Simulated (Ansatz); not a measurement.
Program: Ansatz. Geometries: PBE0-D4/def2-TZVP. ΔE: electronic, gas phase. CBS: MP2 limit from def2 TZ/QZ plus the TZ coupled-cluster correction, frozen cores. This one scheme is used for every species. DFT in def2-TZVPP. B3LYP here is the variant with VWN-RPA as its local correlation; programs differ in this. Elements past krypton have def2 core potentials. For Sn outer-core shells are correlated without core-valence functions, which leaves a few kJ/mol of doubt a bond. One conformer a species, not always the lowest.

`C[SiH2][SnH2][SH]` + H₂ → `C[SiH2][SnH3]` + H₂S  (hydrogenolysis of the Sn–S bond)

`C[SiH2][SnH2][SH]`:

Cartesian coordinates in Å:
```
C 1.061 1.580 -0.278
Si 0.948 -0.010 0.705
Sn -0.765 -1.570 -0.393
S -2.796 -0.272 -0.643
H 0.070 2.025 -0.389
H 1.712 2.299 0.222
H 1.461 1.389 -1.276
H 0.470 0.255 2.091
H 2.270 -0.689 0.799
H -0.394 -2.005 -2.003
H -1.136 -2.986 0.492
H -2.902 -0.018 0.672
```

H₂:

Z-matrix (Å, degrees):
```
H
H 1 0.746
```

`C[SiH2][SnH3]`:

Z-matrix (Å, degrees):
```
C
Si 1 1.876
H 1 1.092 2 110.8
H 1 1.092 2 110.6 3 120.0
H 1 1.092 2 110.8 3 -120.0
Sn 2 2.563 1 111.5 3 60.0
H 2 1.490 1 110.3 3 -179.3
H 2 1.490 1 110.3 3 -60.7
H 6 1.711 2 111.0 1 -59.8
H 6 1.711 2 111.0 1 59.4
H 6 1.708 2 111.9 1 179.8
```

H₂S:

```xyz
3

S    -0.458   -0.249   -0.334
H    -0.271   -0.045    0.978
H     0.729    0.293   -0.643
```

```json
{"level": "B3LYP-D4", "ΔE (kcal/mol)": "10.9", "difference from CCSD(T)/CBS": "-0.7"}
{"level": "ωB97X-V", "ΔE (kcal/mol)": "9.5", "difference from CCSD(T)/CBS": "-2.1"}
{"level": "ωB97M-V", "ΔE (kcal/mol)": "9.9", "difference from CCSD(T)/CBS": "-1.7"}
{"level": "B2PLYP", "ΔE (kcal/mol)": "9.6", "difference from CCSD(T)/CBS": "-2.0"}
{"level": "PBE", "ΔE (kcal/mol)": "10.0", "difference from CCSD(T)/CBS": "-1.6"}
{"level": "PBE0", "ΔE (kcal/mol)": "9.2", "difference from CCSD(T)/CBS": "-2.4"}
{"level": "B3LYP", "ΔE (kcal/mol)": "8.4", "difference from CCSD(T)/CBS": "-3.2"}
{"level": "HF/def2-TZVPP", "ΔE (kcal/mol)": "6.1", "difference from CCSD(T)/CBS": "-5.5"}
{"level": "MP2/def2-TZVPP", "ΔE (kcal/mol)": "12.0", "difference from CCSD(T)/CBS": "0.4"}
{"level": "SCS-MP2/def2-TZVPP", "ΔE (kcal/mol)": "10.4", "difference from CCSD(T)/CBS": "-1.2"}
{"level": "CCSD/def2-TZVPP", "ΔE (kcal/mol)": "8.0", "difference from CCSD(T)/CBS": "-3.6"}
{"level": "CCSD(T)/def2-TZVPP", "ΔE (kcal/mol)": "9.2", "difference from CCSD(T)/CBS": "-2.4"}
{"level": "MP2/def2-QZVPP", "ΔE (kcal/mol)": "13.4", "difference from CCSD(T)/CBS": "1.8"}
{"level": "SCS-MP2/def2-QZVPP", "ΔE (kcal/mol)": "11.7", "difference from CCSD(T)/CBS": "0.1"}
{"level": "HF/CBS(def2)", "ΔE (kcal/mol)": "6.2", "difference from CCSD(T)/CBS": "-5.4"}
{"level": "MP2/CBS(def2)", "ΔE (kcal/mol)": "14.4", "difference from CCSD(T)/CBS": "2.8"}
{"level": "CCSD(T)/CBS", "ΔE (kcal/mol)": "11.6", "difference from CCSD(T)/CBS": "0"}
```

Largest T1 diagnostic among the species: 0.012.

From PBE to PBE0 (25 % exact exchange), in def2-TZVPP and without D4, ΔE moves by −0.7 kcal/mol. The D4 term adds +2.5 kcal/mol with B3LYP and +1.4 kcal/mol with PBE0; it sums over pairs of atoms, weighted by their polarisabilities, and B3LYP, whose exchange is more repulsive, gets the larger term.
